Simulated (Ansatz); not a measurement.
Bi3⁻. The state is a triplet with charge -1. Geometry PBE0-D4/def2-SVP, that of the neutral doublet; atoms count from 1.

```
atom   x (Å)   y (Å)   z (Å)
 Bi1  -1.572   0.393   0.576
 Bi2   1.024   1.118  -0.813
 Bi3   0.548  -1.511   0.238
```

In the def2 sets Bi takes a core potential; there is no spin–orbit coupling. The structure comes from a short search, and lower isomers may exist.

Estimate the Mulliken populations from the PBE0/def2-TZVPD orbitals of Ansatz.


```
atom  charge (e)  spin (α − β)
 Bi1       -0.33          0.69
 Bi2       -0.33          0.69
 Bi3       -0.33          0.62
```
Mulliken values and Mayer orders depend strongly on the basis. With diffuse functions, as here, like atoms can get unlike values, and bond orders can come out too low or too high.

Where does the spin sit?

Summed by element: Bi 2.00, of 2 unpaired in all. Largest on single atoms: Bi2 0.69, Bi1 0.69, Bi3 0.62.

And the Mayer bond orders between bonded heavy atoms (over 0.3)?

Bi1–Bi2 1.21 (3.03 Å); Bi1–Bi3 1.27 (2.87 Å); Bi2–Bi3 1.27 (2.87 Å).
